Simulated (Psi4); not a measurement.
AgCl, triplet, geometry from GFN2-xTB (such geometries of metal compounds can be far from the true shape) (the multiplicity is a formal guess) (core potentials on Ag), atoms displaced at random by about 0.02 Å a coordinate; PBE/def2-SV(P) run with Psi4.

The Psi4 input:
```
memory 2 GB

molecule {
0 3
  Ag    0.00389791    0.01336515   -0.66962411
  Cl   -0.00072007   -0.00491577    1.80631661
}

set basis def2-sv(p)
set reference uks

optimize('pbe')
print_variables()
```

### Question
Predict the main parts of the log of this Psi4 run.

### Answer

```
gradient() will perform analytic gradient computation.

   => Loading Basis Set <=

    Name: DEF2-SV(P)
    Role: ORBITAL
    Keyword: BASIS

    !!!  WARNING: ECP capability is in beta. Please check occupations closely.  !!!

         ---------------------------------------------------------
                                   SCF
               by Justin Turney, Rob Parrish, Andy Simmonett
                          and Daniel G. A. Smith
                              UKS Reference
         ---------------------------------------------------------

  ==> Geometry <==

    Molecular point group: c2v
    Full point group: C_inf_v

    Geometry (in Angstrom), charge = 0, multiplicity = 3:

       Center              X                  Y                   Z               Mass
    ------------   -----------------  -----------------  -----------------  -----------------
         AG           0.000000000000    -0.000000000000    -0.610283426316   106.905091600000
         CL           0.000000000000     0.000000000000     1.865729087128    34.968852682000

  Running in c2v symmetry.

  Rotational constants: A = ************  B =      0.10436  C =      0.10436 [cm^-1]
  Rotational constants: A = ************  B =   3128.48731  C =   3128.48731 [MHz]
  Nuclear repulsion =   69.032057842344699

  Charge       = 0
  Multiplicity = 3
  Electrons    = 36
  Nalpha       = 19
  Nbeta        = 17

  ==> Algorithm <==

  SCF Algorithm Type is DF.
  DIIS enabled.
  MOM disabled.
  Fractional occupation disabled.
  Guess Type is SAD.
  Energy threshold   = 1.00e-08
  Density threshold  = 1.00e-08
  Integral threshold = 1.00e-12

  ==> Primary Basis <==

  Basis Set: DEF2-SV(P)
    Blend: DEF2-SV(P)
    Number of shells: 18
    Number of basis functions: 42
    Number of Cartesian functions: 45
    Spherical Harmonics?: true
    Max angular momentum: 2

  Core potential: DEF2-SV(P)
    Number of shells: 4
    Number of ECP primitives: 14
    Number of ECP core electrons: 28
    Max angular momentum: 3

  ==> DFT Potential <==

   => LibXC <=

    Version 7.1.2
    S. Lehtola, C. Steigemann, M. J. T. Oliveira, and M. A. L. Marques,  SoftwareX 7, 1–5 (2018) (10.1016/j.softx.2017.11.002)

   => Composite Functional: PBE <=

    PBE GGA Exchange-Correlation Functional

    J.P. Perdew et. al., Phys. Rev. Lett., 77(18), 3865-3868, 1996

    Deriv               =              1
    GGA                 =           TRUE
    Meta                =          FALSE

[...]
    Occupation by irrep:
             A1    A2    B1    B2
    DOCC [     9,    1,    3,    4 ]
    SOCC [     1,    0,    1,    0 ]
    NA   [    10,    1,    4,    4 ]
    NB   [     9,    1,    3,    4 ]

   @DF-UKS iter  97:  -606.73571162525911   -1.11606e-02   6.83570e-03 DIIS/ADIIS
   @DF-UKS iter  98:  -606.74838107569133   -1.26695e-02   4.48881e-03 DIIS/ADIIS
   @DF-UKS iter  99:  -606.74354985491345    4.83122e-03   5.42281e-03 DIIS/ADIIS
    Occupation by irrep:
             A1    A2    B1    B2
    DOCC [     8,    1,    4,    4 ]
    SOCC [     2,    0,    0,    0 ]
    NA   [    10,    1,    4,    4 ]
    NB   [     8,    1,    4,    4 ]

   @DF-UKS iter 100:  -606.75137482885680   -7.82497e-03   3.84539e-03 DIIS/ADIIS

PsiException: Could not converge SCF iterations in 100 iterations.

  Failed to converge.

Traceback (most recent call last):
  File "psi4", line 375, in <module>
  File "<string>", line 23, in <module>
  File "site-packages/psi4/driver/driver.py", line 1258, in optimize
  File "site-packages/psi4/driver/driver.py", line 646, in gradient
  File "site-packages/psi4/driver/procrouting/proc.py", line 96, in select_scf_gradient
  File "site-packages/psi4/driver/procrouting/proc.py", line 2860, in run_scf_gradient
  File "site-packages/psi4/driver/procrouting/proc.py", line 2760, in run_scf
  File "site-packages/psi4/driver/procrouting/proc.py", line 2047, in scf_helper
  File "site-packages/psi4/driver/procrouting/scf_proc/scf_iterator.py", line 93, in scf_compute_energy
  File "site-packages/psi4/driver/procrouting/scf_proc/scf_iterator.py", line 86, in scf_compute_energy
  File "site-packages/psi4/driver/procrouting/scf_proc/scf_iterator.py", line 609, in scf_iterate

psi4.driver.p4util.exceptions.SCFConvergenceError: Could not converge SCF iterations in 100 iterations.

Printing out the relevant lines from the Psithon --> Python processed input file:
      Cl   -0.00072007   -0.00491577    1.80631661
    """)
    core.IO.set_default_namespace("")
    core.set_global_option("BASIS", "def2-sv(p)")
    core.set_global_option("REFERENCE", "uks")
--> optimize('pbe')
    print_variables()

!-------------------------------------------------------!
!                                                       !
!  Could not converge SCF iterations in 100 iterations. !
!                                                       !
!-------------------------------------------------------!
```

Convergence was not reached.
